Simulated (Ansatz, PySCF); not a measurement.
Gas-phase reaction (SMILES): CN(C)[Si](Cl)(Cl)Cl + N (NH3) → N[Si](Cl)(Cl)Cl + CNC; ammonia cleaves one Si-N bond, a model of a ligand-exchange step.

Each molecule is optimised on its own at B3LYP-D3(BJ)/def2-TZVP (Ansatz, an electronic-structure program), one conformer each, not searched for the lowest. Valence correlation only, unless marked. No spin-orbit coupling. Non-relativistic. CBS marks a two-point X^-3 extrapolation of the correlation energy; Hartree-Fock from the larger set. The bracket is a focal-point correction in the basis named. Thermal terms are rigid-rotor harmonic-oscillator values from B3LYP-D3(BJ) frequencies (Ansatz or PySCF) at 298.15 K and 1 atm. 1 Eh = 627.5095 kcal/mol.

```tsv
species	E, RI-MP2/CBS(aug-cc-pV(T+d)Z,aug-cc-pV(Q+d)Z)+[CCSD(T)-MP2]/aug-cc-pV(T+d)Z (Ansatz) (Eh)	E, PBE/def2-TZVPD (Ansatz) (Eh)	H - E (Eh)
CN(C)[Si](Cl)(Cl)Cl	-1803.00613	-1804.06515	0.09934
N (NH3)	-56.50756	-56.51037	0.03799
N[Si](Cl)(Cl)Cl	-1724.50925	-1725.54806	0.03959
CNC	-135.00124	-135.02771	0.09743
```

### Question
Work out ΔE and ΔH at 298.15 K at the first level, then ΔH at the second.

### Answer

1. ΔE = [(-1724.50925) + (-135.00124)] - [(-1803.00613) + (-56.50756)] = 0.00320 Eh = 2.0 kcal/mol at RI-MP2/CBS(aug-cc-pV(T+d)Z,aug-cc-pV(Q+d)Z)+[CCSD(T)-MP2]/aug-cc-pV(T+d)Z.
2. The terms H - E add up to -0.00031 Eh, so ΔH = (0.00320 + (-0.00031))×627.5095 = 1.8 kcal/mol.
3. At PBE/def2-TZVPD the same steps give ΔE = -0.2 and ΔH = -0.4 kcal/mol, a shift of -2.2 from the first level.
4. These values are not checked against measurement here, since the tables used lack a sound gas-phase enthalpy of formation for at least one species.
